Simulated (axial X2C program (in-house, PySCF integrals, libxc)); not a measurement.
PbBr⁺: cheaper levels and CCSD(T), two-component

Calculated with an axial X2C code built on PySCF integrals. Two-component (2c) means X2C with spin–orbit coupling and atomic mean-field two-electron Coulomb and Gaunt terms. Basis: Pb dyall-cv3z [12s14p10d7f1g], Br dyall-cv3z [8s9p6d4f1g] (cores contracted in-house); Gaussian nuclei, density fitting, unrestricted open shells. Masses: Pb 207.977 u, Br 78.918 u.

State: Ω = 0 (closed shell); fragments Pb+ + Br.

```tsv
level	Re (Å)	ωe (cm⁻¹)	De (eV)
HF	2.484	263.8	1.03
CCSD	2.497	258.3	2.17
PBE	2.510	244.5	2.93
```

Correlated methods: 10 electrons correlated (number of frozen shells: Pb 5 s, 4 p, 3 d, 1 f; Br 3 s, 2 p, 1 d), 278 virtual spin orbitals or spinors in MP2, 90 natural virtuals in coupled cluster.

CCSD(T), same Hamiltonian and basis:

Re = 2.504 Å, ωe = 254.9 cm⁻¹, De = 2.32 eV; T1 = 0.018 (Lee–Taylor normalisation).

**Question.** Give the differences from CCSD(T) in the columns below.

**Answer.** 

| level | ΔRe (Å) | Δωe (cm⁻¹) | ΔDe (eV) |
| --- | --- | --- | --- |
| HF | -0.020 | 8.9 | -1.29 |
| CCSD | -0.007 | 3.4 | -0.15 |
| PBE | 0.006 | -10.4 | 0.61 |

Occupations by symmetry block were frozen at the best pattern of an incomplete PBE0 search. Closed shells are restricted here (equal orbitals for both partners); the stretched side of such a curve lies too high. De is counted from the lowest determinant-based energies of the atoms at the same level, without counterpoise correction. CCSD and (T) use frozen natural virtuals with an MP2 correction for the truncation; (T) itself is uncorrected, so its De runs slightly low. Without a current term, density functionals place determinants with orbital angular momentum somewhat too high. With the outer-core shells frozen, correlated bond lengths of heavy atoms tend to come out a few hundredths of an ångström too long.
